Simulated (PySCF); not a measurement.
Partial charges of `CS[SiH]1N[SiH2]N1`

Species: CH₈N₂SSi₂.
Z-matrix (Å and degrees, GFN2-xTB geometry), rows numbered from 1:
```
C 
S   1  1.8222
Si  2  2.1336  1   99.60
N   3  1.7376  2  114.47  1    46.13
Si  4  1.7410  3   96.53  2  -118.99
N   3  1.7377  2  114.64  1   -47.84
H   1  1.0849  2  109.13  3   -60.08
H   1  1.0850  2  109.22  3    60.54
H   1  1.0848  2  107.10  3  -179.73
H   3  1.4487  2  107.12  1   179.00
H   4  1.0021  3  130.95  2    72.24
H   5  1.4572  4  114.10  3  -108.35
H   5  1.4585  4  113.11  3   117.24
H   6  1.0022  3  131.00  2   -72.54
```

Density: PBE0/pcSseg-1 (PySCF); schemes: Mulliken, IAO, Hirshfeld and ESP-fitted. The structure is a single GFN2-xTB conformer in the gas phase; no vibrational or solvent corrections.

**Question.** Give the atomic charges in each scheme.

**Answer.** In e; atoms taken as equivalent share a row and are averaged (×n: the atom named and its like, n in all):

```
    atom                      environment  Mulliken     IAO  Hirshfeld  ESP-fitted
      C1                  S-methyl carbon    -0.386  -0.494     -0.116      -0.248
      S2        sulfur bonded to C and Si    -0.335  -0.195     -0.113      -0.305
     Si3                      SiH silicon    +0.956  +1.042     +0.381      +0.618
   N4/N6  nitrogen bridging silicon atoms    -0.797  -0.968     -0.343      -0.795
     Si5                     SiH2 silicon    +0.844  +1.030     +0.411      +0.785
H7/H8/H9                  methyl hydrogen    +0.153  +0.162     +0.045      +0.125
     H10                    Si–H hydrogen    -0.071  -0.145     -0.075      -0.066
 H11/H14                     N–H hydrogen    +0.184  +0.265     +0.114      +0.360
     H12                    Si–H hydrogen    -0.119  -0.159     -0.082      -0.149
     H13                    Si–H hydrogen    -0.122  -0.159     -0.083      -0.139
```

Mean size of the charges over all atoms: IAO 0.441 e, Mulliken 0.375 e, ESP-fitted 0.357 e, Hirshfeld 0.165 e. Each set sums to the total charge, 0, to within 0.001 e. The Mulliken scheme counts on each atom the diagonal of the density matrix times the overlap matrix over that atom's basis functions.

Some averages cover members that differ in this geometry: H7/H8/H9, ESP-fitted +0.107 to +0.160 e.

Lowest charge. All schemes agree: Mulliken N4/N6 (-0.797); IAO N4/N6 (-0.968); Hirshfeld N4/N6 (-0.343); ESP-fitted N4/N6 (-0.795).

Highest charge. The schemes don't all agree: Mulliken Si3 (+0.956); IAO Si3 (+1.042); Hirshfeld Si5 (+0.411); ESP-fitted Si5 (+0.785).

**Question.** Sum the charges by element, for elements with more than one atom.

**Answer.** 
| element | atoms | Mulliken | IAO | Hirshfeld | ESP-fitted |
| --- | --- | --- | --- | --- | --- |
| Si | 2 | +1.800 | +2.072 | +0.792 | +1.402 |
| N | 2 | -1.593 | -1.937 | -0.686 | -1.591 |
| H | 8 | +0.516 | +0.554 | +0.123 | +0.742 |

**Question.** How closely do the schemes follow one another over all atoms?

**Answer.** Correlation coefficient and root-mean-square difference: Mulliken with IAO 0.99, 0.105 e; IAO with Hirshfeld 0.99, 0.364 e; Mulliken with Hirshfeld 0.99, 0.280 e; Hirshfeld with ESP-fitted 0.98, 0.240 e; IAO with ESP-fitted 0.98, 0.170 e; Mulliken with ESP-fitted 0.97, 0.121 e.
